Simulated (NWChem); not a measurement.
System: AlH₄ anion; SMILES [AlH4-]

The following NWChem deck was run.

```
start job
memory heap 200 mb stack 900 mb global 1100 mb
charge -1
geometry units angstroms
  Al     0.000000     0.000000     0.000000
  H     -0.948775     0.948775    -0.948788
  H      0.948775    -0.948775    -0.948788
  H     -0.948775    -0.948775     0.948788
  H      0.948775     0.948775     0.948788
end
basis spherical
  Al library 3-21g
  H library 3-21g
end
dft
  xc b3lyp
  iterations 150
end
driver
  maxiter 120
end
task dft optimize
task dft freq
```

Sets without diffuse functions describe the anion's extra electron poorly.

The level has its own optimisation; frequencies are unscaled.

### Question
Give the results of this calculation. (B3LYP/3-21G.) Quantities: r Al–H (Å); highest harmonic frequency (cm⁻¹); lowest (cm⁻¹); zero-point energy (kcal/mol).

### Answer
```yaml
r Al–H (Å): 1.660
highest harmonic frequency (cm⁻¹): 1728
lowest (cm⁻¹): 754
zero-point energy (kcal/mol): 15.1
```
